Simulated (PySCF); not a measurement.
How methods differ on the ionisation energy of Tl⁷³⁺

Tl⁷³⁺ [He] 2s2 2p4 (3P) → Tl⁷⁴⁺ [He] 2s2 2p3 (4S), as a difference of total energies. Computed with PySCF 2.14 in an uncontracted even-tempered set (18 s from 53 bohr⁻², ratio 2.2; 13 p from 68 bohr⁻², ratio 2.2; 5 d from 270 bohr⁻², ratio 2.4; 5 f from 400 bohr⁻², ratio 2.4; 4 g from 600 bohr⁻², ratio 2.4), with the spin-free X2C one-electron Hamiltonian (Gaussian nucleus). Correlated levels: nothing frozen; virtual orbitals above 40 to 60 times the deepest correlated orbital energy dropped. The calculations carry no spin-orbit coupling.

| method | ionisation energy (eV) |
| --- | --- |
| UHF | 20464.8 |
| LDA | 20454.8 |
| PBE | 20468.3 |
| PBE0 | 20467.9 |
| r2SCAN | 20471.8 |
| B97-3 | 20467.4 |
| revPBE | 20468.0 |
| MP2 (all electrons) | 20466.7 |
| SCS-MP2 (all electrons) | 20466.8 |

Spin-orbit coupling is strong in these open shells (close to jj coupling). The scalar numbers leave it out and a first-order estimate fails, so it can dominate the gap to the real levels.

For this ion Breit and QED terms and the two-electron picture change, all absent here, outweigh the differences among the correlated methods.

For comparison: 19840 ± 90 eV (theoretical estimate listed by NIST; NIST Atomic Spectra Database, ionization energies).
